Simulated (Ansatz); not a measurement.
`C#[C][Sn]([Cl])([Cl])[Cl]` + `CCNC` → `CC[N](C)[Sn]([Cl])([Cl])[Cl]` + `C#C` at 500 K and 1 bar (ligand exchange at the Sn–C bond).

Computed with Ansatz on PBE0-D4/def2-TZVP structures; ΔE is electronic, products minus reactants. CCSD(T)/CBS adds triple-zeta CCSD(T) − MP2 to the extrapolated MP2 energy (def2 sets, frozen cores). This one scheme is used for every species. Elements past krypton have def2 core potentials. For Sn outer-core shells are correlated without core-valence functions, which leaves a few kJ/mol of doubt a bond. One conformer a species, not always the lowest.

```csv
species,CCSD(T)/CBS energy (Eh),H − E (kJ/mol),S (J/(mol·K))
`C#[C][Sn]([Cl])([Cl])[Cl]`,-1670.14099,109.8,464.9
`CCNC`,-174.26710,357.3,359.1
`CC[N](C)[Sn]([Cl])([Cl])[Cl]`,-1767.18252,374.1,578.3
`C#C`,-77.22717,90.7,225.3
```

H − E and S are ideal-gas, rigid-rotor, harmonic terms from PBE0-D4/def2-TZVP, for one conformer and one mirror image of each species. 1 Eh = 2625.50 kJ/mol, R = 8.31446 J/(mol·K).

Problem. By hand: ΔE, ΔH, ΔS and ΔG.

Solution. ΔE = (-1767.18252) + (-77.22717) − (-1670.14099) − (-174.26710) = -0.00160 Eh = -4.2 kJ/mol. Δ(H − E) = 374.1 + 90.7 − 109.8 − 357.3 = -2.3, so ΔH = -6.5 kJ/mol. ΔS = 578.3 + 225.3 − 464.9 − 359.1 = -20.4 J/(mol·K). ΔG = -6.5 − 500 × (-20.4)/1000 = 3.7 kJ/mol.

Problem. By hand: the equilibrium constant, and the temperature at which ΔG would vanish if ΔH and ΔS stayed fixed.

Solution. log₁₀ K = −ΔG/(RT ln 10) = -0.4. ΔG = 0 at ΔH/ΔS = 319 K, though so small a ΔH makes that figure unsure.

TΔS isn't small against ΔH here. The sign of ΔG lies within the doubt. A doubt of 5 kJ/mol in ΔE shifts log₁₀ K by 0.5 here. Other conformers and mirror images would add mixing entropy, several J/(mol·K) or more a flexible species. Modes under 60 cm⁻¹, often nearly free rotors, make the harmonic entropy too high. These are equilibria of isolated gas molecules and say nothing of rates. Largest T1 diagnostic: 0.013 (customary marks: 0.02 for closed shells, 0.045 for open ones).
